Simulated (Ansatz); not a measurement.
Mulliken charges of C$_{2}$H$_{4}$Cl$_{2}$Si, SMILES `C=C[SiH](Cl)Cl` from PBE/def2-TZVPP in Ansatz (PBE0-D4/def2-TZVP geometry).

```
atom   x (Å)   y (Å)   z (Å)  charge (e)
  C1  -0.177   0.831   1.338      -0.162
  C2  -0.555  -0.120   0.488      -0.160
 Si3   0.405  -0.444  -1.047       0.513
 Cl4   1.091  -2.373  -1.066      -0.206
 Cl5  -0.776  -0.179  -2.697      -0.206
  H6   0.703   1.443   1.158       0.092
  H7  -0.726   1.042   2.251       0.106
  H8  -1.441  -0.712   0.705       0.090
  H9   1.564   0.467  -1.147      -0.067
```

**Question.** By hand: the dipole of these point charges (1 e Å = 4.8032 D).

**Answer.** Σ q r = (0.014, 0.330, 0.429) e Å, of length 0.541 e Å = 2.60 D.

**Question.** How does the dipole of the full density compare? (Best estimate.)

**Answer.** The calculation gave: (-0.042, 0.237, 0.366) e Å, 2.10 D; the point charges give 1.24 times that, at 8° from its direction.

Point charges leave out the atoms' own dipoles, such as those of lone pairs, and Mulliken's split depends on the basis, so the two needn't agree.
